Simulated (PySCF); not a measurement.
TiF₃, SMILES [F][Ti]([F])[F] (connectivity only; charge and spin as stated), neutral, multiplicity 2. Atoms are numbered in the order given.

```xyz
4

Ti     0.0000     0.0000     0.0000
F     -1.7545     0.0000     0.0000
F      0.8773     1.5195     0.0000
F      0.8773    -1.5195     0.0000
```
Charge 0, spin multiplicity 2.

Geometry: PBE0-D3(BJ)/def2-SVP. The multiplicity is an assumed one; other spin states were not compared. The isomer is the one that the SMILES or the coordinates give; other isomers of the formula were not compared.

Computed with ωB97X/def2-TZVPD run with PySCF.

Gas-phase values at a fixed geometry.

| Quantity | Value |
|---|---|
| total energy | -1149.27107 hartree |
| point group | D3h |
| α spin, highest occupied and lowest empty level | -9.57 and 0.10 eV |
| β spin, highest occupied and lowest empty level | -14.48 and -1.03 eV |
| dipole moment | 0.00 D |
| quadrupole, principal values (traceless, Buckingham form, about the centre of nuclear charge) | -4.18, -4.18, 8.36 D·Å |
| mean static polarisability | 31.0 bohr³ (4.60 Å³) |
| polarisability, principal values | 29.4, 31.9, 31.9 bohr³ |
| ⟨S²⟩ | 0.751 (pure state 0.75) |
